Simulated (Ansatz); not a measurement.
Basis-set extrapolation for `C1CCC2(CC1)CCCC2` (PBE0-D4/def2-TZVP geometry, frozen core, Ansatz). Multiplicity 1, RHF reference.

```tsv
	def2-TZVPP	def2-QZVPP
HF	-389.309381	-389.326735
MP2 correlation	-1.724721	-1.829818
CCSD(T) correlation	-1.889335	not run
```

Energies in hartree. Use E(X) = E(∞) + A·exp(−7.88·√X) for Hartree–Fock and E(X) = E(∞) + B·X^(−2.97) for correlation, with X = 3 and 4, and add CCSD(T) minus MP2 of the smaller set to the MP2 limit.

**Question.** What is the CCSD(T) energy at the basis-set limit?

**Answer.** HF limit: -389.326735 + (-0.017354) × 0.13774 = -389.32913. MP2 limit: -1.829818 + (-0.105097) × 0.74074 = -1.90767. Higher-order term: -1.889335 − (-1.724721) = -0.16461. Total: -391.40141 hartree, 5.52 eV below CCSD(T)/def2-TZVPP.
